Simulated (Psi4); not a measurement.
octasulfur (S₈), singlet, at a GFN2-xTB geometry; HF/STO-3G run with Psi4.

The Psi4 input:
```
memory 2 GB

molecule {
0 1
S     1.75411790   -1.78962887    0.07332880
S     1.52958456   -0.06385551    1.13564303
S     1.91565693    1.61650911    0.04727578
S     0.12771566    2.07563782   -0.95606029
S    -1.36295301    1.78306853    0.41879447
S    -2.36887737    0.11051203   -0.23977795
S    -1.52527058   -1.63948521    0.44497305
S    -0.06997411   -2.09275791   -0.92417688
}

set {
  basis sto-3g
  scf_type pk
}

energy('scf')
print_variables()
```

Task: What does Psi4 print? Leave out banner, timings and long lists.

Result: 
```
   => Loading Basis Set <=

    Name: STO-3G
    Role: ORBITAL
    Keyword: BASIS

         ---------------------------------------------------------
                                   SCF
               by Justin Turney, Rob Parrish, Andy Simmonett
                          and Daniel G. A. Smith
                              RHF Reference
         ---------------------------------------------------------

  ==> Geometry <==

    Molecular point group: c1
    Full point group: C1

    Geometry (in Angstrom), charge = 0, multiplicity = 1:

       Center              X                  Y                   Z               Mass
    ------------   -----------------  -----------------  -----------------  -----------------
         S            1.754117902500    -1.789628868750     0.073328798750    31.972071174400
         S            1.529584562500    -0.063855508750     1.135643028750    31.972071174400
         S            1.915656932500     1.616509111250     0.047275778750    31.972071174400
         S            0.127715662500     2.075637821250    -0.956060291250    31.972071174400
         S           -1.362953007500     1.783068531250     0.418794468750    31.972071174400
         S           -2.368877367500     0.110512031250    -0.239777951250    31.972071174400
         S           -1.525270577500    -1.639485208750     0.444973048750    31.972071174400
         S           -0.069974107500    -2.092757908750    -0.924176881250    31.972071174400

  Running in c1 symmetry.

  Rotational constants: A =      0.02354  B =      0.02216  C =      0.01339 [cm^-1]
  Rotational constants: A =    705.84459  B =    664.40353  C =    401.30957 [MHz]
  Nuclear repulsion = 1236.822305243623987

  Charge       = 0
  Multiplicity = 1
  Electrons    = 128
  Nalpha       = 64
  Nbeta        = 64

  ==> Algorithm <==

  SCF Algorithm Type is PK.
  DIIS enabled.
  MOM disabled.
  Fractional occupation disabled.
  Guess Type is SAD.
  Energy threshold   = 1.00e-06
  Density threshold  = 1.00e-06
  Integral threshold = 1.00e-12

  ==> Primary Basis <==

  Basis Set: STO-3G
    Blend: STO-3G
    Number of shells: 40
    Number of basis functions: 72
    Number of Cartesian functions: 72
    Spherical Harmonics?: true
    Max angular momentum: 1

  ==> Integral Setup <==

  Using in-core PK algorithm.
   Calculation information:
      Number of atoms:                   8
      Number of AO shells:              40
      Number of primitives:            120
      Number of atomic orbitals:        72
      Number of basis functions:        72

      Integral cutoff                 1.00e-12
      Number of threads:                 1

  Performing in-core PK
  Using 6909012 doubles for integral storage.
  We computed 159819 shell quartets total.
  Whereas there are 336610 unique shell quartets.

  ==> DiskJK: Disk-Based J/K Matrices <==

    J tasked:                  Yes
    K tasked:                  Yes
    wK tasked:                  No
    Schwarz Cutoff:          1E-12

  Minimum eigenvalue in the overlap matrix is 3.8971433081E-01.
  Reciprocal condition number of the overlap matrix is 2.2178621695E-01.
    Using symmetric orthogonalization.

  ==> Pre-Iterations <==

  SCF Guess: Superposition of Atomic Densities via on-the-fly atomic UHF (no occupation information).

   -------------------------
    Irrep   Nso     Nmo
   -------------------------
     A         72      72
   -------------------------
    Total      72      72
   -------------------------

  ==> Iterations <==

                        Total Energy        Delta E     RMS |[F,P]|

   @RHF iter SAD: -3142.14367963921813   -3.14214e+03   0.00000e+00
   @RHF iter   1: -3145.38584133016229   -3.24216e+00   3.11237e-03 DIIS/ADIIS
   @RHF iter   2: -3145.44231997419547   -5.64786e-02   6.93956e-04 DIIS/ADIIS
   @RHF iter   3: -3145.44575338207505   -3.43341e-03   1.17634e-04 DIIS/ADIIS
   @RHF iter   4: -3145.44585783136063   -1.04449e-04   3.11329e-05 DIIS
   @RHF iter   5: -3145.44586908383690   -1.12525e-05   7.11749e-06 DIIS
   @RHF iter   6: -3145.44586981879002   -7.34953e-07   1.89448e-06 DIIS
   @RHF iter   7: -3145.44586987273624   -5.39462e-08   6.27878e-07 DIIS
  Energy and wave function converged.

  ==> Post-Iterations <==

    Orbital Energies [Eh]
    ---------------------

    Doubly Occupied:

[...]
      64A     -0.230917

    Virtual:

[...]
    Final Occupation by Irrep:
              A
    DOCC [    64 ]
    NA   [    64 ]
    NB   [    64 ]

  @RHF Final Energy: -3145.44586987273624

   => Energetics <=

    Nuclear Repulsion Energy =           1236.8223052436239868
    One-Electron Energy =               -6845.6306771173176458
    Two-Electron Energy =                2463.3625020009571926
    Total Energy =                      -3145.4458698727362389

Computation Completed

Properties will be evaluated at   0.000000,   0.000000,   0.000000 [a0]

Properties computed using the SCF density matrix

 Multipole Moments:

 ------------------------------------------------------------------------------------
     Multipole            Electronic (a.u.)      Nuclear  (a.u.)        Total (a.u.)
 ------------------------------------------------------------------------------------

 L = 1.  Multiply by 2.5417464519 to convert [e a0] to [Debye]
 Dipole X            :          0.0620739           -0.0000000            0.0620739
 Dipole Y            :         -0.0030532            0.0000000           -0.0030532
 Dipole Z            :         -0.0142952            0.0000000           -0.0142952
 Magnitude           :                                                    0.0637718

 ------------------------------------------------------------------------------------

  Variable Map:
  ----------------------------------------------------------------------------
[...]
  Array Variable Map:
  ----------------------------------------------------------------------------
[...]
[...]
```
